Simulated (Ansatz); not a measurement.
Molecule: ICl (charge -1, doublet). 
Structure (B3LYP-D3(BJ)/def2-TZVP (Ansatz, an electronic-structure program) minimum search):
```xyz
2

Cl     0.0000     0.0000    -2.2550
I      0.0000     0.0000     0.7233
```
Charge -1, spin multiplicity 2.

Basis-set convergence of Hartree-Fock and MP2 correlation energies (hartree) with Ansatz. Correlated levels leave the core frozen unless marked. Open shells are spin-unrestricted. Spin-orbit coupling is left out. Frozen are the shells of the preceding noble gas and the d and f shells that filled before the atom's block. Past Kr the def2 sets carry scalar-relativistic core potentials.

```csv
basis,functions,E(HF),"E(corr, MP2)"
def2-SVPD,62,-756.09450,-0.25307
def2-TZVPPD,110,-756.24732,-0.33328
def2-QZVPPD,170,-756.26026,-0.37254
```

Extrapolating the two largest sets (X = 3 and 4) as X^-3: E(corr) = (64·(-0.37254) - 27·(-0.33328))/37 = -0.4012 Eh, an estimate of the basis-set limit. The largest set recovers 92.9 % of it, the smallest 63.1 %.
